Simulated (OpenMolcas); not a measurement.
Ne6+: effect of the active space

* Program: OpenMolcas 26.06
* Method: SS-CASPT2 or its RAS form, IPEA 0.25 Eh, imaginary shift 0.1 Eh
* Basis: ANO-RCC-VTZP
* Scalar Hamiltonian: DKH2, point nucleus
* Spin-orbit coupling: state interaction with AMFI integrals over the reference wave functions, term energies averaged over their components

A. 2 electrons in 4 orbitals (2s 2p); 2S+1 = 3 even, 3 roots; 2S+1 = 1 even, 7 roots (6 in the spin-orbit step); 2S+1 = 3 odd, 3 roots; 2S+1 = 1 odd, 3 roots; closed shells correlated: 1s; CASPT2 step roughly 1.5 core-seconds
B. 2 electrons in 8 orbitals (2s 2p 3s 3p); 2S+1 = 3 even, 3 roots; 2S+1 = 1 even, 6 roots; 2S+1 = 3 odd, 3 roots; 2S+1 = 1 odd, 3 roots; closed shells correlated: 1s; CASPT2 step of the order of 2.4 core-seconds
C. 2 electrons in 9 orbitals (RAS2 2s 2p; RAS3 3d, at most 2 electrons); 2S+1 = 3 even, 3 roots; 2S+1 = 1 even, 7 roots (6 in the spin-orbit step); 2S+1 = 3 odd, 3 roots; 2S+1 = 1 odd, 3 roots; closed shells correlated: 1s; CASPT2 step about 2.9 core-seconds

Energies in cm⁻¹ above 2s² ¹S₀, the measured ground level; measured values from NIST levels in Podobedova, Fuhr, Reader and Wiese, J. Phys. Chem. Ref. Data 33, 525 (2004).

```tsv
Level	A	B	C	Measured
2s² ¹S₀	0.0	0.0	0.0	0.0
2s 2p ³P°₀	111537	111538	111477	
2s 2p ³P°₁	112027	112028	111966	
2s 2p ³P°₂	113021	113021	112958	
2s 2p ¹P°₁	217033	217001	216273	214952
2p² ³P₀	290511	290506	290470	
2p² ³P₁	290999	290993	290957	
2p² ³P₂	291957	291950	291915	
2p² ¹D₂	320068	320040	319648
```

Among A to C the level of the table that moves most is 2s 2p ¹P°₁, by 760 cm-1 (lowest in C, highest in A).

Active for correlation alone: 3p 3s; no level in the range computed is led by a configuration that fills them, so any true level of that kind is missing (holds for B). Active for correlation alone: 3d; no level in the range computed is led by a configuration that fills it, so any true level of that kind is missing (holds for C). Only configurations of the active space appear.

° marks odd parity.
